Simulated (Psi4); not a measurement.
Psi4 input (wB97X-D/6-311+G**):

```
memory 1500 MB

molecule {
-1 1
C     1.67626600   -0.63161100   -0.54877700
Si    0.11817500   -0.06198200    0.00495700
C    -1.32441700   -0.61442200   -1.10308400
O    -0.37331800   -0.40012900    1.60227600
O    -0.04041200    1.65143500    0.09207600
H     2.55963700   -0.66228400    0.08399300
H     1.75064300   -1.23495200   -1.44980900
H    -1.57115000   -1.66597500   -0.93501800
H    -1.06698900   -0.49078600   -2.15913500
H    -2.21973700   -0.01761900   -0.90230900
H    -0.64120800    0.42123600    2.02466000
H     0.73309700    1.98387800   -0.37543700
symmetry c1
no_reorient
no_com
}

set {
  basis 6-311+G**
  reference rks
  scf_type df
  df_basis_scf def2-universal-jkfit
  dft_radial_points 99
  dft_spherical_points 590
  e_convergence 1e-8
  d_convergence 1e-7
  maxiter 150
}

e = energy('wb97x-d')
print_out(f'\nFINAL {e:.10f} DIPOLE {variable("CURRENT DIPOLE")[0]:.6f} {variable("CURRENT DIPOLE")[1]:.6f} {variable("CURRENT DIPOLE")[2]:.6f}\n')
```

Output:

```
   => Loading Basis Set <=

    Name: 6-311+G**
    Role: ORBITAL
    Keyword: BASIS
    atoms 1, 3 entry C          line   129 file 6-311pgss.gbs
    atoms 2    entry SI         line   351 file 6-311pgss.gbs
    atoms 4-5  entry O          line   171 file 6-311pgss.gbs
    atoms 6-12 entry H          line    42 file 6-311pgss.gbs

   => WB97X-D: Empirical Dispersion <=

    Chai and Head-Gordon Dispersion Correction
    Chai, J.-D.; Head-Gordon, M. (2010), J. Chem. Phys., 132: 6615-6620

        s6 =       1.000000

         ---------------------------------------------------------
                                   SCF
               by Justin Turney, Rob Parrish, Andy Simmonett
                          and Daniel G. A. Smith
                              RKS Reference
         ---------------------------------------------------------

  ==> Geometry <==

    Molecular point group: c1
    Full point group: C1

    Geometry (in Angstrom), charge = -1, multiplicity = 1:

       Center              X                  Y                   Z               Mass
    ------------   -----------------  -----------------  -----------------  -----------------
         C            1.676266000000    -0.631611000000    -0.548777000000    12.000000000000
         SI           0.118175000000    -0.061982000000     0.004957000000    27.976926534650
         C           -1.324417000000    -0.614422000000    -1.103084000000    12.000000000000
         O           -0.373318000000    -0.400129000000     1.602276000000    15.994914619570
         O           -0.040412000000     1.651435000000     0.092076000000    15.994914619570
         H            2.559637000000    -0.662284000000     0.083993000000     1.007825032230
         H            1.750643000000    -1.234952000000    -1.449809000000     1.007825032230
         H           -1.571150000000    -1.665975000000    -0.935018000000     1.007825032230
         H           -1.066989000000    -0.490786000000    -2.159135000000     1.007825032230
         H           -2.219737000000    -0.017619000000    -0.902309000000     1.007825032230
         H           -0.641208000000     0.421236000000     2.024660000000     1.007825032230
         H            0.733097000000     1.983878000000    -0.375437000000     1.007825032230

  Running in c1 symmetry.

  Rotational constants: A =      0.12552  B =      0.12205  C =      0.10884 [cm^-1]
  Rotational constants: A =   3763.00467  B =   3659.06977  C =   3263.07063 [MHz]
  Nuclear repulsion =  244.666990612294171

  Charge       = -1
  Multiplicity = 1
  Electrons    = 50
  Nalpha       = 25
  Nbeta        = 25

  ==> Algorithm <==

  SCF Algorithm Type is DF.
  DIIS enabled.
  MOM disabled.
  Fractional occupation disabled.
  Guess Type is SAD.
  Energy threshold   = 1.00e-08
  Density threshold  = 1.00e-07
  Integral threshold = 1.00e-12

  ==> Primary Basis <==

  Basis Set: 6-311+G**
    Blend: 6-311+G**
    Number of shells: 82
    Number of basis functions: 160
    Number of Cartesian functions: 165
    Spherical Harmonics?: true
    Max angular momentum: 2

  ==> DFT Potential <==

   => LibXC <=

    Version 7.1.2
    S. Lehtola, C. Steigemann, M. J. T. Oliveira, and M. A. L. Marques,  SoftwareX 7, 1–5 (2018) (10.1016/j.softx.2017.11.002)

   => Composite Functional: WB97X-D <=

    wB97X-D Hyb-GGA Exchange-Correlation Functional

    J.-D. Chai and M. Head-Gordon,  Phys. Chem. Chem. Phys. 10, 6615–6620 (2008) (10.1039/B810189B)

    Deriv               =              1
    GGA                 =           TRUE
    Meta                =          FALSE

    Exchange Hybrid     =           TRUE
    MP2 Hybrid          =          FALSE

   => Exchange-Correlation Functionals <=

    1.0000   wB97X-D range-separated functional

   => Exact (HF) Exchange <=

    0.7780            HF,LR [omega = 0.2000]
    0.2220               HF

   => LibXC Density Thresholds  <==

    XC_HYB_GGA_XC_WB97X_D:  1.00E-14

   => Molecular Quadrature <=

    Radial Scheme          =       TREUTLER
    Pruning Scheme         =           NONE
    Nuclear Scheme         =       TREUTLER

    Blocking Scheme        =         OCTREE
    BS radius alpha        =              1
    Pruning alpha          =              1
    Radial Points          =             99
    Spherical Points       =            590
    Total Points           =         664906
    Total Blocks           =           4624
    Max Points             =            256
    Max Functions          =            158
    Weights Tolerance      =       1.00E-15

   => Loading Basis Set <=

    Name: DEF2-UNIVERSAL-JKFIT
    Role: JKFIT
    Keyword: DF_BASIS_SCF
    atoms 1, 3 entry C          line   198 file def2-universal-jkfit.gbs
    atoms 2    entry SI         line   737 file def2-universal-jkfit.gbs
    atoms 4-5  entry O          line   318 file def2-universal-jkfit.gbs
    atoms 6-12 entry H          line    18 file def2-universal-jkfit.gbs

  ==> Integral Setup <==

  SCF_SUBTYPE=INCORE selected. In-core MEM_DF algorithm will be used.
  Using in-core AOs.

  ==> MemDFJK: Density-Fitted J/K Matrices <==

    J tasked:                   Yes
    K tasked:                   Yes
    wK tasked:                  Yes
    Omega:                2.000E-01
    Algorithm:                 Core
    Schwarz Cutoff:           1E-12
    Mask sparsity (%):       2.3125
    Fitting Condition:        1E-10

   => Auxiliary Basis Set <=

  Basis Set: DEF2-UNIVERSAL-JKFIT
    Blend: DEF2-UNIVERSAL-JKFIT
    Number of shells: 180
    Number of basis functions: 558
    Number of Cartesian functions: 659
    Spherical Harmonics?: true
    Max angular momentum: 4

  Cached 33.3% of DFT collocation blocks in 0.725 [GiB].

  Minimum eigenvalue in the overlap matrix is 2.6282205261E-04.
  Reciprocal condition number of the overlap matrix is 2.7899526063E-05.
    Using symmetric orthogonalization.

  ==> Pre-Iterations <==

  SCF Guess: Superposition of Atomic Densities via on-the-fly atomic UHF (no occupation information).

   -------------------------
    Irrep   Nso     Nmo
   -------------------------
     A        160     160
   -------------------------
    Total     160     160
   -------------------------

  ==> Iterations <==

                           Total Energy        Delta E     RMS |[F,P]|

   @DF-RKS iter SAD:  -519.30977215193820   -5.19310e+02   0.00000e+00
   @DF-RKS iter   1:  -519.79936353084315   -4.89591e-01   7.74184e-03 DIIS/ADIIS
   @DF-RKS iter   2:  -519.72795277356363    7.14108e-02   8.00369e-03 DIIS/ADIIS
   @DF-RKS iter   3:  -520.46062723212015   -7.32674e-01   7.56277e-04 DIIS/ADIIS
   @DF-RKS iter   4:  -520.46657840608407   -5.95117e-03   3.00693e-04 DIIS/ADIIS
   @DF-RKS iter   5:  -520.46775123710268   -1.17283e-03   7.19659e-05 DIIS
   @DF-RKS iter   6:  -520.46786444373947   -1.13207e-04   3.46098e-05 DIIS
   @DF-RKS iter   7:  -520.46789183873341   -2.73950e-05   1.13572e-05 DIIS
   @DF-RKS iter   8:  -520.46789930725231   -7.46852e-06   4.34270e-06 DIIS
   @DF-RKS iter   9:  -520.46790152188146   -2.21463e-06   2.37299e-06 DIIS
   @DF-RKS iter  10:  -520.46790205019931   -5.28318e-07   1.12115e-06 DIIS
   @DF-RKS iter  11:  -520.46790212773271   -7.75334e-08   5.87594e-07 DIIS
   @DF-RKS iter  12:  -520.46790213986776   -1.21350e-08   1.11116e-07 DIIS
   @DF-RKS iter  13:  -520.46790214137116   -1.50339e-09   3.16024e-08 DIIS
  Energy and wave function converged.

  ==> Post-Iterations <==

   Electrons on quadrature grid:
      Ntotal   =   50.0000033883 ; deviation = 3.388e-06

    Orbital Energies [Eh]
    ---------------------

    Doubly Occupied:

       1A    -66.076033     2A    -19.056826     3A    -19.055983
       4A    -10.094357     5A    -10.024868     6A     -5.205265
       7A     -3.551284     8A     -3.550349     9A     -3.547283
      10A     -0.925621    11A     -0.898665    12A     -0.626149
      13A     -0.536395    14A     -0.435450    15A     -0.407745
      16A     -0.332446    17A     -0.322142    18A     -0.313407
      19A     -0.295456    20A     -0.267751    21A     -0.251853
      22A     -0.237190    23A     -0.215905    24A     -0.184183
      25A     -0.058443

    Virtual:

      26A      0.171303    27A      0.191998    28A      0.199898
      29A      0.209556    30A      0.235740    31A      0.244238
      32A      0.247823    33A      0.258129    34A      0.272647
      35A      0.281231    36A      0.302733    37A      0.323772
      38A      0.345182    39A      0.360619    40A      0.361422
      41A      0.377266    42A      0.382437    43A      0.402870
      44A      0.409082    45A      0.416799    46A      0.433173
      47A      0.459906    48A      0.466644    49A      0.473959
      50A      0.480532    51A      0.491930    52A      0.500633
      53A      0.510351    54A      0.526220    55A      0.544997
      56A      0.559280    57A      0.579955    58A      0.588491
      59A      0.602167    60A      0.658339    61A      0.670407
      62A      0.723081    63A      0.743474    64A      0.766283
      65A      0.792993    66A      0.810304    67A      0.874883
      68A      0.880852    69A      0.886305    70A      0.896410
      71A      0.949891    72A      0.956037    73A      0.962434
      74A      0.998970    75A      1.028344    76A      1.122186
      77A      1.140301    78A      1.165143    79A      1.178785
      80A      1.217354    81A      1.269812    82A      1.297822
      83A      1.329285    84A      1.363273    85A      1.373096
      86A      1.399525    87A      1.409846    88A      1.440433
      89A      1.453287    90A      1.551512    91A      1.594088
      92A      1.639835    93A      1.653258    94A      1.671110
      95A      1.690225    96A      1.709262    97A      1.770708
      98A      1.794617    99A      1.810568   100A      1.844226
     101A      1.846527   102A      1.874005   103A      1.948791
     104A      1.958736   105A      1.980159   106A      2.015117
     107A      2.037905   108A      2.088413   109A      2.097093
     110A      2.223968   111A      2.270808   112A      2.307139
     113A      2.324864   114A      2.339789   115A      2.449868
     116A      2.451532   117A      2.501629   118A      2.701220
     119A      2.750943   120A      2.761067   121A      2.776607
     122A      2.792067   123A      2.801942   124A      2.832291
     125A      2.853624   126A      2.880402   127A      2.906898
     128A      3.020132   129A      3.088329   130A      3.136528
     131A      3.174499   132A      3.221226   133A      3.361535
     134A      3.376013   135A      3.389204   136A      3.391621
     137A      3.440606   138A      3.561475   139A      3.572756
     140A      3.742848   141A      4.014581   142A      4.018112
     143A      4.079897   144A      4.116244   145A      4.132575
     146A      5.276569   147A      5.307891   148A      5.335787
     149A      5.374980   150A      5.778446   151A      5.824154
     152A      6.160698   153A     11.757367   154A     11.791114
     155A     11.926354   156A     24.210808   157A     24.244908
     158A     50.233249   159A     50.236484   160A    141.642863

    Final Occupation by Irrep:
              A
    DOCC [    25 ]
    NA   [    25 ]
    NB   [    25 ]

  @DF-RKS Final Energy:  -520.46790214137116

   => Energetics <=

    Nuclear Repulsion Energy =            244.6669906122941711
    One-Electron Energy =               -1212.4309433815965349
    Two-Electron Energy =                 483.8192648536362412
    DFT Exchange-Correlation Energy =     -36.5191210678848677
    Empirical Dispersion Energy =          -0.0040931578201583
    VV10 Nonlocal Energy =                  0.0000000000000000
    Total Energy =                       -520.4679021413711553

Computation Completed

Properties will be evaluated at   0.000000,   0.000000,   0.000000 [a0]

Properties computed using the SCF density matrix

 Multipole Moments:

 ------------------------------------------------------------------------------------
     Multipole            Electronic (a.u.)      Nuclear  (a.u.)        Total (a.u.)
 ------------------------------------------------------------------------------------

 L = 1.  Multiply by 2.5417464519 to convert [e a0] to [Debye]
 Dipole X            :         -1.1850092           -0.0000057           -1.1850149
 Dipole Y            :          0.6243271            0.0000000            0.6243271
 Dipole Z            :          0.1445934           -0.0000132            0.1445801
 Magnitude           :                                                    1.3472001

 ------------------------------------------------------------------------------------

FINAL -520.4679021414 DIPOLE -1.185015 0.624327 0.144580

*** Psi4 exiting successfully. Buy a developer a beer!
```

The dipole moment of an ion depends on the origin.

The geometry given is a B3LYP-D3(BJ)/def2-TZVP minimum.
